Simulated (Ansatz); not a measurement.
Consider the ligand exchange at a B–C bond: `BCN=C` + `N[SiH2][SiH3]` → `BN[SiH2][SiH3]` + `C=NC`.

Computed with Ansatz on PBE0-D4/def2-TZVP structures; ΔE is electronic, products minus reactants. CCSD(T)/CBS adds triple-zeta CCSD(T) − MP2 to the extrapolated MP2 energy (def2 sets, frozen cores). This one scheme is used for every species. Functionals use def2-TZVPP. One conformer a species, not always the lowest.

```json
{"level": "r2SCANh-D4", "ΔE (kJ/mol)": "-138.9"}
{"level": "MP2/def2-SVP", "ΔE (kJ/mol)": "-157.3"}
{"level": "SCS-MP2/def2-TZVPP", "ΔE (kJ/mol)": "-142.8"}
{"level": "HF/def2-QZVPP", "ΔE (kJ/mol)": "-137.8"}
```

(1) What does CCSD(T)/CBS give? (Best estimate.)

Largest T1 diagnostic among the species: 0.013.

## Answers

(1) Computed: -140.0 kJ/mol. The listed levels differ from it by 1.1, -17.3, -2.8, 2.2 kJ/mol.

Leaving LDA and LC-ωPBE aside and taking each functional with its dispersion term where it has one, the values, not all of them listed here, spread over 5.9 kJ/mol, from BLYP-D4 to B97M-V. LDA lies −3.2 kJ/mol from PBE without D4. At CCSD(T), def2-SVP lies −18.6 kJ/mol from the extrapolated value and def2-TZVPP −2.7 kJ/mol.
